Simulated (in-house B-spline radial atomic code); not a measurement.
**wB97X excitations of F⁷⁺**

Method: wB97X. Computed with a B-spline radial code for spherical atoms: linear response of the closed shell 1s2 with the functional's adiabatic kernel; non-relativistic, point nucleus, no spin-orbit coupling, no double excitations, S, P, D and F terms only.

Command:
```bash
python run_td.py task.json out
```
Settings (radii: box in bohr, nucleus in fm):
```
Z                        9
electrons                2
configuration            1s2
hamiltonian              nr
method                   wb97x
box_radius               12.81
intervals                47
```

Cost of the run: 0.1 s on 1 thread of Intel(R) Xeon(R) 6975P-C (Granite Rapids), on a shared host.

The lowest states, in the order of their Tamm-Dancoff energies; the method's threshold (minus the highest occupied level) is 913.19 eV. Labels give the largest channel, * marks a mixed state, and oscillator strengths are full-response dipole values. Semilocal kernels can invert the small singlet-triplet splittings of Rydberg terms. Energies in eV:

| state | full response | Tamm-Dancoff | oscillator strength |
| --- | --- | --- | --- |
| 1s → 2s 3S | 708.08 | 708.19 | - |
| 1s → 2s 1S | 717.10 | 717.24 | - |
| 1s → 2p 3P | 718.99 | 719.13 | - |
| 1s → 2p 1P | ? | ? | ? |
| 1s → 3s 3S | 822.73 | 822.76 | - |
| 1s → 3s 1S | 824.85 | 824.89 | - |
| 1s → 3p 3P | 825.56 | 825.59 | - |
| 1s → 3p 1P | 827.04 | 827.06 | 0.137 |
| 1s → 3d 3D | 827.44 | 827.45 | - |
| 1s → 3d 1D | 828.13 | 828.13 | - |
| 1s → 4s 3S | 861.27 | 861.28 | - |
| 1s → 4s 1S | 862.15 | 862.16 | - |
| 1s → 4p 3P | 862.36 | 862.37 | - |
| 1s → 4p 1P | 863.00 | 863.01 | 0.0546 |
| 1s → 4d 3D | 863.02 | 863.02 | - |
| 1s → 4f 3F | ? | ? | - |

(1) Where does 1s → 4f 3F lie?

(2) Where does 1s → 2p 1P lie?

(3) How large is the singlet-triplet splitting of 1s → 2s (S terms) in Tamm-Dancoff?

(4) What polarisabilities and dispersion coefficient does the method give?

Results:

(1) At 863.08 eV in full response, 863.08 eV in Tamm-Dancoff.

(2) At 724.79 eV in full response, 724.91 eV in Tamm-Dancoff, oscillator strength 0.641.

(3) 9.05 eV, from the unrounded values.

(4) Dipole 0.001636 bohr³, quadrupole 7.879e-05 bohr⁵, C6 6.297e-05 hartree·bohr⁶ for two such species.
